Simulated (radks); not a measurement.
Values are calculated unless marked as measured or tabulated.
Q: Species: Ti8+. Configuration: [Ne] 3s2 3p2. Code: a radial shooting solver on a logarithmic mesh with Libxc functionals. Model: scalar-relativistic Kohn-Sham, PBEsol, spin-unpolarised, spherical densities, finite nucleus; Fermi nuclear charge, rms radius 3.5921 fm. Some entries of the table are withheld. Estimate them.

| orbital | occ. | eigenvalue (eV) | r(max) (bohr) | <r^2> (bohr^2) |
|---|---|---|---|---|
| 1s | 2 | -5039.211 | 0.04559 | 0.006520 |
| 2s | 2 | -705.0162 | 0.2684 | (1) |
| 2p | 6 | (2) | 0.2187 | 0.1019 |
| 3s | 2 | -204.1837 | (3) | (4) |
| 3p | 2 | (5) | 0.8242 | 0.9639 |

A: 
(1) 2s <r^2> (bohr^2): 0.1235
(2) 2p eigenvalue (eV): -613.7995
(3) 3s r(max) (bohr): 0.8189
(4) 3s <r^2> (bohr^2): 0.9182
(5) 3p eigenvalue (eV): -178.5328
